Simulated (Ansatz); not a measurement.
C2H9BOSi (`BO[SiH](C)C`), charge 0, multiplicity 1.

**Question.** Give a relaxed structure at PBE0-D4/def2-TZVP (Ansatz). (Estimate.)

**Answer.** Ansatz gave: 
Cartesian coordinates in Å:
```
B -0.8269 -0.0358 -2.2479
O -0.8004 -0.6758 -1.0693
Si -0.4085 -0.2408 0.4926
C 0.1288 1.5381 0.5866
C 0.9195 -1.4053 1.0696
H -1.1631 -0.6525 -3.2215
H -0.5181 1.1268 -2.3221
H -1.6489 -0.4406 1.2886
H 0.3474 1.8024 1.6252
H -0.6509 2.2123 0.2256
H 1.0308 1.7167 -0.0040
H 1.8367 -1.2728 0.4898
H 1.1564 -1.2293 2.1224
H 0.5972 -2.4435 0.9642
```
This is one stationary point; other conformers may exist.
